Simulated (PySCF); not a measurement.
# Ionisation energy of W⁺ by level of theory

W⁺ [Xe] 4f14 5d4 6s1 (6D) → W²⁺ [Xe] 4f14 5d4 (5D), as a difference of total energies. Computed with PySCF 2.14 in def2-QZVPPD with the def2 core potential (60 electrons), with a scalar-relativistic core potential. Correlated levels: valence: 5s2 5p6 frozen. The calculations carry no spin-orbit coupling.

```csv
method,ionisation energy (eV)
UHF,14.961
MP2 (valence),15.455
SCS-MP2 (valence),15.126
CCSD (valence),15.514
CCSD(T) (valence),15.534
```

Task: How much does correlation contribute at CCSD(T) (valence)?

Result: 15.534 − (14.961) = 0.573 eV, measured against UHF.

The reference lies between the lowest fine-structure levels, while these numbers refer to the centres of the terms.

Errors of the correlated levels include the incompleteness of this basis and the frozen core.

For comparison: 16.37 ± 0.15 eV (semi-empirical (NIST evaluation); NIST Atomic Spectra Database, ionization energies).
